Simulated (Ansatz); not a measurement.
Mulliken charges of FGaGeH$_{4}$ (`[F][GaH][GeH3]`) from ωB97M-V/def2-TZVPP in Ansatz (PBE0-D4/def2-TZVP geometry).

```tsv
atom	x (Å)	y (Å)	z (Å)	charge (e)
F1	-2.170	-1.352	0.316	-0.394
Ga2	-0.426	-1.300	0.056	0.548
Ge3	0.457	0.967	-0.051	-0.221
H4	0.208	-2.726	-0.067	-0.023
H5	0.052	1.614	-1.387	0.030
H6	-0.112	1.820	1.092	0.034
H7	1.992	0.977	0.040	0.026
```

By hand: the dipole of these point charges (1 e Å = 4.8032 D).

Σ q r = (0.565, -0.195, -0.084) e Å, of length 0.604 e Å = 2.90 D.

How does the dipole of the full density compare? (Estimate.)

Ansatz gave: (0.454, 0.064, -0.062) e Å, 2.22 D; the point charges give 1.31 times that, at 27° from its direction.

Point charges leave out the atoms' own dipoles, such as those of lone pairs, and Mulliken's split depends on the basis, so the two needn't agree.
